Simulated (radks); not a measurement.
Nb4+, configuration [Ar] 3d10 4s1 4p6 4d1 5s1 (not the ground configuration).

All-electron calculation, Dirac Kohn-Sham, PBE, spin-unpolarised, spherical densities, finite nucleus; open shells fill j = l - 1/2 first; Fermi nuclear charge, rms radius 4.324 fm. Program: a radial shooting solver on a logarithmic mesh with Libxc functionals.

Energy parts (hartree):
| part | energy |
|---|---|
| total | -3814.45275 |
| kinetic | 3948.60172 |
| electron-nucleus | -9137.57447 |
| Hartree | 1491.54372 |
| exchange-correlation | -117.02373 |

Orbitals (lengths in bohr, moments of r in powers of bohr; <r^-3> diverges for s and p1/2):
orbital  occ.  eigenvalue (hartree)     <r^2>  <r^-3>  small-component weight
1s1/2       2             -692.9774  0.001757       -                2.23e-02
2s1/2       2             -98.73112   0.02938       -                4.56e-03
2p1/2       2             -90.78076   0.02224       -                4.56e-03
2p3/2       4             -87.26082   0.02361    2211                4.42e-03
3s1/2       2             -18.20427    0.2247       -                1.20e-03
3p1/2       2             -15.21086    0.2237       -                1.15e-03
3p3/2       4             -14.63949    0.2343   363.4                1.11e-03
3d3/2       4              -9.35659    0.2227   52.37                9.96e-04
3d5/2       6              -9.25000    0.2262   50.05                9.85e-04
4s1/2       1              -4.05658     1.416       -                2.82e-04
4p1/2       2              -3.19037     1.662       -                2.43e-04
4p3/2       4              -3.10222     1.729   56.39                2.36e-04
4d3/2       1              -1.78950     2.706   5.585                1.57e-04
4d5/2       0              -1.77833     2.737   5.343                1.55e-04
5s1/2       1              -1.38423     7.159       -                7.63e-05
5p1/2       0              -1.14155     8.924       -                6.40e-05
5p3/2       0              -1.12314     9.193   11.84                6.25e-05
5d3/2       0              -0.76763     14.85   1.293                4.52e-05
5d5/2       0              -0.76503     14.95   1.244                4.50e-05
4f5/2       0              -0.74722     8.780  0.1837                4.29e-05
4f7/2       0              -0.74702     8.788  0.1831                4.29e-05
6s1/2       0              -0.68382     23.97       -                3.40e-05

The highest occupied level is 5s1/2 at -37.667 eV. The configuration is held as typed, so some empty levels lie below it. The electron density at the nucleus is 8.242e+04 e/bohr^3. The density falls to 0.001 e/bohr^3 at r = 3.67 bohr. Summed over all electrons, <r^2> = 25.80 bohr^2, which gives a Langevin (diamagnetic) susceptibility term of -20.4 x 10^-6 cm^3/mol.
